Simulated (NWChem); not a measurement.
Species: C2H4N3 cation; SMILES n1[nH]c[nH+]c1

```xyz
9

C     -1.0467     0.4578     0.0000
N     -0.8800    -0.8317     0.0000
N      0.4462    -0.9992     0.0000
C      1.1061     0.1449     0.0000
N      0.1669     1.0924     0.0000
H     -2.0093     0.9690     0.0000
H      0.8401    -1.9412     0.0000
H      2.1874     0.2842     0.0000
H      0.3334     2.0984     0.0000
```
Atoms are numbered in this order, from 1.

Level: PBE0/def2-SVP (NWChem), optimised geometry, unscaled harmonic frequencies. 

Q: List the harmonic frequencies with IR intensities, and the thermochemistry.

A: 
| frequency (cm⁻¹) | IR intensity (km/mol) |
|---|---|
| 649 | 27.9 |
| 694 | 7.2 |
| 746 | 77.9 |
| 783 | 145.7 |
| 890 | 9.0 |
| 918 | 0.8 |
| 964 | 8.8 |
| 987 | 4.7 |
| 1091 | 44.4 |
| 1135 | 13.0 |
| 1199 | 15.1 |
| 1229 | 3.9 |
| 1310 | 7.4 |
| 1454 | 15.7 |
| 1491 | 15.6 |
| 1594 | 18.5 |
| 1642 | 51.0 |
| 3299 | 87.0 |
| 3305 | 14.1 |
| 3598 | 418.7 |
| 3613 | 90.5 |

```yaml
zero_point_energy: 46.6 kcal/mol
thermal correction to the enthalpy at 298.15 K (with zero-point energy): 49.4 kcal/mol
heat capacity Cv: 12.3 cal/(mol K)
entropy at 298.15 K and 1 atm (symmetry number 1): 64.6 cal/(mol K)
```

Rigid rotor and harmonic oscillator.
